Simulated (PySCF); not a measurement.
Compound: C₇H₁₄GeO.
Numbering: `[CH3:1][C@H:2]1[CH2:3][C@@:4]2([CH2:5][C@@H:6]2[O:7][GeH3:8])[CH2:9]1` (hydrogens: H10, H11, H12 on C1; H13 on C2; H14, H15 on C3; H16, H17 on C5; H18 on C6; H19, H20, H21 on Ge8; H22, H23 on C9)

Method used: PBE0-D3(BJ)/def2-SVP geometry optimisation, gas phase (PySCF 2.14.0).

**Question.** List the bond lengths, angles and torsions at this level.

**Answer.** 
```tsv
bond	length (bohr)
C1–C2	2.856
C2–C3	2.926
C3–C4	2.872
C4–C5	2.831
C5–C6	2.825
C6–O7	2.615
O7–Ge8	3.384
C4–C9	2.876
C2–C9	2.927
C4–C6	2.836
C1–H10, C1–H11, C1–H12	2.082
C2–H13	2.084
C3–H14	2.084
C3–H15	2.081
C5–H16	2.067
C5–H17	2.067
C6–H18	2.082
Ge8–H19	2.896
Ge8–H20, Ge8–H21	2.915
C9–H22	2.085
C9–H23	2.083
```

Bonds in one row agree within 0.02 bohr and their mean is given. A selection of angles:
```tsv
angle	degrees
C1–C2–C3	118.8
C1–C2–C9	118.9
C3–C2–C9	88.9
C2–C3–C4	87.9
C3–C4–C5	129.0
C3–C4–C9	91.0
C3–C4–C6	124.0
C5–C4–C9	130.5
C5–C4–C6	59.8
C6–C4–C9	125.6
C4–C5–C6	60.2
C5–C6–O7	117.2
C4–C6–C5	60.0
C4–C6–O7	119.8
C6–O7–Ge8	118.5
C2–C9–C4	87.8
```

Torsions: C1–C2–C3–C4 138° (anticlinal); C2–C3–C4–C5 -164° (antiperiplanar); C3–C4–C5–C6 -111° (anticlinal); C4–C5–C6–O7 110° (anticlinal); C5–C6–O7–Ge8 -163° (antiperiplanar); C3–C4–C9–C2 16° (synperiplanar); C1–C2–C9–C4 -138° (anticlinal); C3–C4–C6–C5 119° (anticlinal).

The C–C distances run from 1.495 Å (C5–C6, drawn single) to 1.549 Å (C2–C9, drawn single), a spread of 0.054 Å. Of the pairs four or more bonds apart, O7···H15 is among the closest relative to their van der Waals radii: 2.73 Å, 100 % of the sum of Bondi's values. The 4-membered ring C2–C3–C4–C9 has internal angles of 87.8° to 91.0° (sum 356°, against 360° for a flat polygon); it is puckered, 0.11 Å rms from its mean plane, widest ring torsion 16°. Ge8 (germanium bonded to O and 3 H) is distorted tetrahedral (angles from 104.5° to 112.1°). The 3-membered ring C4–C5–C6 has internal angles of 59.8° to 60.2°.

Point group: C1 (no symmetry element, even within 0.4 Å). No frequency check. The numbers are those of one conformer.
